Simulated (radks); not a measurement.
The platinum anion Pt2-, [Hg], held by a Watson sphere: a shell of charge +1.44 at radius R that stands for the Madelung well of a crystal (potential energy -1.44/R inside, -1.44/r outside, in hartree with lengths in bohr). Method: scalar-relativistic Kohn-Sham, LB94 model potential, spin-polarised, spherical densities, point nucleus; computed with a radial shooting solver on a logarithmic mesh with Libxc functionals. Response by self-consistent Sternheimer equations with the Hartree and adiabatic LDA kernel, the relativistic mass of each level held fixed and spin-orbit coupling left out. The sphere does not respond.

R (bohr) = 2.74: e(5p) (eV) -55.646; e(6s) (eV) -6.815; e(5d) (eV) -6.041; <r> 5d (bohr) 1.783; sum of <r^2> (bohr^2) 79.27; X-ray form factor at sin(theta)/lambda = 0.1 1/angstrom 75.106; alpha (bohr^3) 56.58
R (bohr) = 3.36: e(5p) (eV) -54.791; e(6s) (eV) -6.021; e(5d) (eV) -5.060; <r> 5d (bohr) 1.814; sum of <r^2> (bohr^2) 83.56; X-ray form factor at sin(theta)/lambda = 0.1 1/angstrom 74.963; alpha (bohr^3) 71.77
R (bohr) = 4.14: e(5p) (eV) -53.844; e(6s) (eV) -5.028; e(5d) (eV) -4.029; <r> 5d (bohr) 1.836; sum of <r^2> (bohr^2) 88.26; X-ray form factor at sin(theta)/lambda = 0.1 1/angstrom 74.841; alpha (bohr^3) 95.80
R (bohr) = 4.91: e(5p) (eV) -53.053; e(6s) (eV) -4.182; e(5d) (eV) -3.202; <r> 5d (bohr) 1.849; sum of <r^2> (bohr^2) 92.25; X-ray form factor at sin(theta)/lambda = 0.1 1/angstrom 74.766; alpha (bohr^3) 124.9
R (bohr) = 6.5: e(5p) (eV) -51.817; e(6s) (eV) -2.870; e(5d) (eV) -1.943; <r> 5d (bohr) 1.865; sum of <r^2> (bohr^2) 99.07; X-ray form factor at sin(theta)/lambda = 0.1 1/angstrom 74.696; alpha (bohr^3) 206.9
R (bohr) = 6.64: e(5p) (eV) -51.729; e(6s) (eV) -2.777; e(5d) (eV) -1.854; <r> 5d (bohr) 1.866; sum of <r^2> (bohr^2) 99.61; X-ray form factor at sin(theta)/lambda = 0.1 1/angstrom 74.693; alpha (bohr^3) 216.0
